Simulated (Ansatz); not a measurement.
Cost and result for the atomization energy of Cl$_{2}$FGeH$_{4}$NSi (`F[SiH](Cl)[NH][GeH2][Cl]`) (10 atoms, 9 bonds).

Z-matrix (Å, degrees):
```
Si
Cl 1 2.038
N 1 1.695 2 111.1
F 1 1.590 2 105.4 3 121.2
H 1 1.472 2 111.1 3 -122.1
Ge 3 1.828 1 126.7 2 -129.6
H 3 1.011 1 117.9 2 40.5
Cl 6 2.157 3 109.7 1 92.1
H 6 1.528 3 108.3 1 -24.7
H 6 1.529 3 109.2 1 -151.6
```

Charge 0, multiplicity 1. Correlated methods include outer-core shells of Ge, which these sets cover unevenly. Scalar relativity is left out up to krypton. Geometry: relaxed with PBE0-D4/def2-TZVP. It is one conformer, not always the lowest. Program: Ansatz. All runs use 2 threads of an AMD EPYC 7R13 on a shared host and a share of an NVIDIA H100 80 GB. Times are those of one run each, without the atoms' runs, and a repeat can differ threefold. Electronic energies, without spin–orbit coupling; frozen cores. CCSD(T)/CBS adds CCSD(T) − MP2 in def2-TZVPP to the MP2 limit, and its time is that of the two runs behind it. T1 = 0.011. With those shells the extrapolation isn't a true limit. B3LYP takes the VWN-RPA correlation (the form of Gaussian; ORCA's B3LYP/G).

CCSD(T)/CBS is a level of theory with its own doubt, some kJ/mol a heavy atom from the limit and from the frozen cores, so smaller differences don't rank the functionals.

```
                             level  functions  wall time
 B3LYP-D4/def2-TZVPP (with forces)        292      3.4 s
                PBE0-D4/def2-TZVPP        292      4.4 s
   PBE-D4/def2-TZVPP (with forces)        292      4.5 s
r2SCAN-D4/def2-TZVPP (with forces)        292      5.5 s
                 B2PLYP/def2-TZVPP        292      5.5 s
                ωB97X-V/def2-TZVPP        292      5.5 s
  ωB97M-V/def2-TZVPP (with forces)        292        9 s
                    MP2/def2-QZVPP        533       10 s
                CCSD(T)/def2-TZVPP        292       12 s
                 CCSD(T)/CBS(def2)          –       22 s
```

Problem. What atomization energy does each give, and how far from CCSD(T)/CBS? (Best estimate.)

Solution. The calculation gave: 
```json
{"level": "B3LYP-D4/def2-TZVPP (with forces)", "atomization (kJ/mol)": "3307.6", "difference from CCSD(T)/CBS": "-51.2", "per bond": "-5.7"}
{"level": "PBE0-D4/def2-TZVPP", "atomization (kJ/mol)": "3310.2", "difference from CCSD(T)/CBS": "-48.6", "per bond": "-5.4"}
{"level": "PBE-D4/def2-TZVPP (with forces)", "atomization (kJ/mol)": "3360.5", "difference from CCSD(T)/CBS": "1.7", "per bond": "0.2"}
{"level": "r2SCAN-D4/def2-TZVPP (with forces)", "atomization (kJ/mol)": "3344.4", "difference from CCSD(T)/CBS": "-14.4", "per bond": "-1.6"}
{"level": "B2PLYP/def2-TZVPP", "atomization (kJ/mol)": "3285.8", "difference from CCSD(T)/CBS": "-73.0", "per bond": "-8.1"}
{"level": "ωB97X-V/def2-TZVPP", "atomization (kJ/mol)": "3370.0", "difference from CCSD(T)/CBS": "11.2", "per bond": "1.2"}
{"level": "ωB97M-V/def2-TZVPP (with forces)", "atomization (kJ/mol)": "3348.6", "difference from CCSD(T)/CBS": "-10.2", "per bond": "-1.1"}
{"level": "MP2/def2-QZVPP", "atomization (kJ/mol)": "3398.1", "difference from CCSD(T)/CBS": "39.3", "per bond": "4.4"}
{"level": "CCSD(T)/def2-TZVPP", "atomization (kJ/mol)": "3254.5", "difference from CCSD(T)/CBS": "-104.3", "per bond": "-11.6"}
{"level": "CCSD(T)/CBS(def2)", "atomization (kJ/mol)": "3358.8", "difference from CCSD(T)/CBS": "0.0", "per bond": "0.0"}
```

In def2-TZVPP, CCSD(T) changes the Hartree–Fock value by +854.3 kJ/mol (the triples alone add +56.5 kJ/mol) and MP2 by +935.2 kJ/mol; breaking electron pairs costs correlation energy, which Hartree–Fock lacks. From PBE to PBE0 (25 % exact exchange), in def2-TZVPP and without D4, the atomization energy moves by −46.1 kJ/mol: exact exchange takes away binding that semilocal exchange gives to molecules. The D4 term adds +49.6 kJ/mol with B3LYP and +26.3 kJ/mol with PBE0; it sums over pairs of atoms, weighted by their polarisabilities, and B3LYP, whose exchange is more repulsive, gets the larger term.
